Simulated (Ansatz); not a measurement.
A CCSD(T) single point on CH$_{9}$BO$_{2}$Si$_{2}$ (`CB(O[SiH3])O[SiH3]`).

```yaml
crystal:
  periodic: [false, false, false]
  atoms:
    - {symbol: C, position_ang: [0.165369, -1.322356, -2.104258]}
    - {symbol: B, position_ang: [0.058331, -0.505517, -0.771012]}
    - {symbol: O, position_ang: [-0.569538, -1.048549, 0.312402]}
    - {symbol: Si, position_ang: [-1.160601, -0.654420, 1.792106]}
    - {symbol: O, position_ang: [0.595189, 0.750081, -0.727495]}
    - {symbol: Si, position_ang: [0.993415, 1.957479, 0.308509]}
    - {symbol: H, position_ang: [-0.227412, -2.334998, -2.014627]}
    - {symbol: H, position_ang: [1.203459, -1.372873, -2.444926]}
    - {symbol: H, position_ang: [-0.385698, -0.808206, -2.898692]}
    - {symbol: H, position_ang: [-1.498859, 0.793018, 1.855560]}
    - {symbol: H, position_ang: [-0.156845, -0.973479, 2.837281]}
    - {symbol: H, position_ang: [-2.388496, -1.454808, 2.014807]}
    - {symbol: H, position_ang: [2.242855, 2.584182, -0.185723]}
    - {symbol: H, position_ang: [-0.092614, 2.967790, 0.348036]}
    - {symbol: H, position_ang: [1.221443, 1.422647, 1.678009]}
basis:
  gaussian: {orbitals: def2-TZVPP}
correlation: {method: ccsd_t}
```

```sh
$ ansatz run in.yaml --threads 2 --pin off --events-out ev --progress --plain --max-ram 22528MiB --backend cuda --devices 0, --max-vram 18GiB
```

The program prints (abridged):

```
Functional definition: HF
1950 factors; integrals over basis functions are off by at most 1.1e-3 eV
mean field evaluation 1: about -21646.1441 eV, gradient 5.1e1 eV
mean field evaluation 2: about -21646.4638 eV, gradient 5.2e1 eV
mean field evaluation 4: about -21652.1176 eV, gradient 4.8e0 eV
mean field evaluation 8: about -21652.2080 eV, gradient 2.5e-1 eV
mean field -21652.20827981 eV, -795.7039778893 hartree, gradient 6.7e-6 eV, S^2 0.000000; 0 other end points of the search recorded, 0 dependent functions left out
14 core orbitals not correlated: weight in the atoms' cores, before any rotation towards them, 1.000 or more for the frozen orbitals, at most 0.000 for the correlated occupied ones
reference -21652.20827981 eV, -795.7039778893 hartree; 18, 18 occupied and 302, 302 virtual orbitals, 1950 factors
second order -26.90306990 eV of doubles, -0.00000000 eV of singles
cycle   1  -27.69257486 eV  change   -7.9e-1 eV  update   1.2e-1
cycle   2  -28.41521873 eV  change   -7.2e-1 eV  update   3.4e-2
cycle   3  -28.57328858 eV  change   -1.6e-1 eV  update   1.8e-2
cycle   4  -28.55593156 eV  change    1.7e-2 eV  update   3.8e-3
cycle   5  -28.55507374 eV  change    8.6e-4 eV  update   1.7e-3
cycle   6  -28.55565967 eV  change   -5.9e-4 eV  update   4.7e-4
cycle   7  -28.55538567 eV  change    2.7e-4 eV  update   1.8e-4
cycle   8  -28.55535235 eV  change    3.3e-5 eV  update   5.3e-5
cycle   9  -28.55538443 eV  change   -3.2e-5 eV  update   1.9e-5
perturbative correction -1.00693796 eV, -0.0370042876 hartree
Total energy: -21681.77060221 eV, -796.7903731992 hartree
```

Hardware: 2 threads of an AMD EPYC 7R13 on a shared host and a share of an NVIDIA H100 80 GB. Wall time 6.5 s, peak host memory 0.87 GiB.

The correlation energy is -29.562 eV, 3.4 % of it from (T); the T1 diagnostic reads 0.0121.
